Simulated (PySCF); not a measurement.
Computed with PBE-D3(BJ)/def2-TZVP // PBE0-D3(BJ)/def2-TZVP (PySCF). Gas-phase values, no solvent. One relaxed conformer stands for a flexible species; it need not be the lowest. Excitations are Tamm–Dancoff values on a coarser integration grid. The basis has no diffuse functions, so Rydberg states are missing or too high.

Reference species (SMILES): `[SiH3][Al]([SiH3])[SiH3]` (neutral, multiplicity 1).

```
Item                       Value
----------------------  --------
HOMO–LUMO gap            2.95 eV
T1 excitation (TDA)      2.63 eV
HOMO                    -6.31 eV
S1 oscillator strength     0.000
```

Changed species: `[SH][Al]([SH])[SH]` (3 of 3 SiH3 replaced by SH; the reference has 0 of 3 SiH3 replaced by SH).

Problem. Predict the effect on the HOMO–LUMO gap, T1 excitation (TDA), HOMO and S1 oscillator strength.

Solution. the HOMO–LUMO gap increases by 2.09 eV, to 5.04 eV; the T1 excitation (TDA) rises by 2.26 eV, to 4.89 eV; the HOMO falls by 0.21 eV, to -6.52 eV; the S1 oscillator strength is nearly the same.
